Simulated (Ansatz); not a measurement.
Si(F)3(SeH) (F3HSeSi), SMILES F[Si](F)(F)[SeH].

Geometry: B3LYP-D3(BJ)/def2-SVP. This is a generated structure with no PubChem entry under its InChIKey; it may be hypothetical. The values are those of a single conformer.

Two levels are set side by side: PBE/def2-SVPD (Ansatz, a first-principles code) and PBE0/def2-SVPD (Ansatz). Energy differences of separate SCF runs at the same geometry; the states with an electron removed or added have multiplicity 2 and 2. Differences are taken from unrounded values.

```csv
quantity,PBE0
vertical ionisation energy (eV),10.54
vertical singlet–triplet gap (eV),5.25
```

**Question.** What does PBE give, and how far is it from PBE0? (The exact figures need the calculation; the answer reports its results.)

**Answer.** 
```tsv
quantity	PBE	PBE minus PBE0
vertical ionisation energy (eV)	10.41	-0.13
vertical singlet–triplet gap (eV)	5.17	-0.07
```

On these quantities the two levels nearly agree.
